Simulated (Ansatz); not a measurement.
C2H8S2Si (`CSCS[SiH3]`). The species carries charge 0 and has multiplicity 1.

Z-matrix (Å, degrees):
```
C
S 1 1.794
H 1 1.091 2 110.5
H 1 1.091 2 111.2 3 -122.3
H 1 1.090 2 106.8 3 118.8
C 2 1.791 1 100.5 3 56.8
S 6 1.824 2 116.4 1 -61.8
H 6 1.092 2 110.9 1 59.4
H 6 1.091 2 105.6 1 176.6
Si 7 2.137 6 100.0 2 -44.3
H 10 1.486 7 103.4 6 -164.0
H 10 1.484 7 113.5 6 78.4
H 10 1.485 7 110.7 6 -45.9
```

(1) List the harmonic frequencies (cm⁻¹, unscaled) at PBE0-D4/def2-TZVP in Ansatz. (Estimate.)

(2) Is this a minimum?

(3) Give the ideal-gas thermochemistry at 298.15 K and 1 bar (rigid rotor, harmonic oscillator; point group C1, symmetry number 1).

(4) And at 400, 500, 600, 800 and 1000 K?

## Answers

(1) Ansatz gave: 54, 115, 140, 159, 221, 247, 325, 506, 611, 621, 677, 731, 778, 828, 905, 931, 946, 972, 987, 1165, 1227, 1345, 1432, 1453, 1473, 2226, 2235, 2238, 3054, 3075, 3137, 3141, 3160.

(2) Yes, all 33 modes are real.

(3) Zero-point energy 245.9 kJ/mol; H(298) − E = 270.1 kJ/mol; entropy 376.3 J/(mol·K), of which translation 169.0, rotation 117.6, vibration 89.6; G(298) − E = 157.9 kJ/mol. Modes under 100 cm⁻¹ are hindered rotations or soft bends, so the harmonic entropy is rough.

(4) 
```
T (K)  H − E (kJ/mol)  S (J/mol/K)  G − E (kJ/mol)
  400           284.3        417.1           117.5
  500           300.7        453.5            73.9
  600           319.0        486.9            26.8
  800           360.2        546.0           -76.6
 1000           406.0        597.0          -191.0
```
